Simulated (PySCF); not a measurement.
Molecule: SMILES [SiH3]C[C@H]1C=N1, C₃H₇NSi.

Cartesian coordinates in Å; atom numbers follow the order of the lines, from 1:
```xyz
12

Si    1.5167   -0.1639    0.3479
C     0.1178   -0.1001   -0.9262
C    -1.2629    0.1803   -0.3852
C    -1.7160   -0.2386    0.9256
N    -1.4225    0.9796    0.9000
H     2.7775   -0.5403   -0.3626
H     1.7158    1.1494    1.0268
H     1.2319   -1.2028    1.3874
H     0.1175   -1.0647   -1.4656
H     0.3849    0.6625   -1.6789
H    -2.0222    0.3972   -1.1508
H    -2.0689   -0.9841    1.6434
```

Geometry PBE0-D3(BJ)/def2-SVP throughout; GIAO in PySCF, gas phase, one conformer, non-relativistic; equivalent atoms averaged; functional PBE0.

Question: How do the absolute shieldings σ depend on the basis set? (a selection of nuclei; ppm; last column core-seconds on shared hosts with different chips, so compare them loosely)

Answer: 
```
basis set  functions    Si1    C4     C3     C2    H12  H6/H7/H8    H11    H10     H9  core-s
   STO-3G         36  580.9  88.4  207.5  223.3  23.40     31.16  31.20  31.46  31.80     2.6
    6-31G         63  491.1  25.2  176.2  185.7  22.13     29.38  30.24  30.83  31.27       5
 pcSseg-1        127  420.4   1.8  158.2  169.7  20.79     27.78  29.29  29.59  29.99     9.7
 pcSseg-2        285  410.3  -2.9  155.5  168.5  20.69     27.73  29.18  29.51  29.84      32
```

Question: Which nucleus among those listed moves most, in ppm?

Answer: Si1 (silicon bonded to C, 3 H): from 410.3 ppm with pcSseg-2 to 580.9 ppm with STO-3G. The smallest spread is 1.94 ppm, at H10. Proton shifts span only some 12 ppm, so a few tenths of a ppm matter as much there as several ppm in carbon.

Question: Taking the largest basis, pcSseg-2 (285 functions), as the yardstick, rank the others by their worst heavy-atom deviation.

Answer: pcSseg-1 10.1 ppm (127 functions), 6-31G 80.8 ppm (63 functions), STO-3G 170.6 ppm (36 functions).

A small basis that lands close on one nucleus may do so by chance; judge by the trend and by all nuclei.
